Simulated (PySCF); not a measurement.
**Working out the ionisation energy of Te(2+)**

Te(2+) [Kr] 4d10 5s2 5p2 (3P) → Te(3+) [Kr] 4d10 5s2 5p1 (2P). Calculation: PySCF 2.14, in def2-QZVPPD with the def2 core potential (28 electrons); scalar relativity through the core potential. Frozen: nothing. Energies in hartree (1 hartree = 27.21139 eV):

```csv
part,Te(2+) (lower),Te(3+) (upper)
UHF,-266.048278,-265.057170
MP2 opposite-spin,-0.434832,-0.423255
MP2 same-spin,-0.236412,-0.225916
```

**Question.** What does Hartree-Fock give?

**Answer.** (-265.057170) − (-266.048278) = 0.991108 hartree = 26.969 eV.

**Question.** What do MP2 and SCS-MP2 (6/5 opposite-spin, 1/3 same-spin) give?

**Answer.** The opposite-spin parts differ by 0.315 eV and the same-spin parts by 0.286 eV. MP2: 26.969 + (0.315) + (0.286) = 27.570 eV. SCS-MP2: 26.969 + 1.2 × (0.315) + (0.286)/3 = 27.442 eV.

Reference: 27.84 ± 0.04 eV (measured; NIST Atomic Spectra Database, ionization energies), between the lowest levels; spin-orbit coupling is absent from the calculation.

What remains against the reference includes basis incompleteness and correlation beyond second order.
